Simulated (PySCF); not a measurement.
# Nuclear quadrupole coupling in `c1ncc(C2CC2)nn1`

Compound: C6H7N3.
Cartesian coordinates in Å at the GFN2-xTB level; atoms count from 1:
```xyz
16
C6H7N3 angstrom
C      2.8518   -0.4180    0.5455
N      2.6572   -0.2855   -0.7658
C      1.4113   -0.0884   -1.1363
C      0.3787   -0.0270   -0.1832
C     -1.0243    0.1849   -0.5459
C     -1.9056    0.9688    0.3982
C     -2.0900   -0.5000    0.2783
N      0.6804   -0.1709    1.1053
N      1.9143   -0.3666    1.4663
H      3.8655   -0.5802    0.8830
H      1.2240    0.0235   -2.1971
H     -1.1990    0.2950   -1.6091
H     -2.6402    1.6287   -0.0372
H     -1.4341    1.3427    1.2934
H     -1.7427   -1.1151    1.0937
H     -2.9550   -0.8829   -0.2413
```

Field gradients from the PBE0/pcSseg-1 density (PySCF, non-relativistic), principal values in atomic units, ordered |Vxx| ≤ |Vyy| ≤ |Vzz|:

| atom | Vxx | Vyy | Vzz |
| --- | --- | --- | --- |
| N2 | 0.2663 | 0.8992 | -1.1655 |
| N8 | 0.5213 | 0.7598 | -1.2811 |
| N9 | 0.5335 | 0.7726 | -1.3062 |

Find the asymmetry η = (Vxx − Vyy)/Vzz and the couplings χ = eQV/h (234.96 MHz × Q in barn × V in au), with Q(14N) = 0.02044 b.

```json
{"atom": "N2", "environment": "pyridine-type nitrogen", "nucleus": "14N", "η": "0.54", "χzz (MHz)": "-5.60", "χxx (MHz)": "1.28", "χyy (MHz)": "4.32"}
{"atom": "N8", "environment": "pyridine-type nitrogen", "nucleus": "14N", "η": "0.19", "χzz (MHz)": "-6.15", "χxx (MHz)": "2.50", "χyy (MHz)": "3.65"}
{"atom": "N9", "environment": "pyridine-type nitrogen", "nucleus": "14N", "η": "0.18", "χzz (MHz)": "-6.27", "χxx (MHz)": "2.56", "χyy (MHz)": "3.71"}
```

What is Vzz at N9 in SI units (1 au = 9.71736 × 10²¹ V/m²)?

-1.3062 au = -12.692 × 10²¹ V/m².

Were the hydrogens deuterons (Q(2H) = 0.00286 b), χzz would run from 212 kHz (H11) to 223 kHz (H16 and H13).

Geometry: GFN2-xTB, one conformer, isolated molecule. GFN2-xTB bond lengths can be off by several hundredths of an ångström, more for odd bonds, and the gradients follow them. A larger basis could move these couplings by a tenth or more.
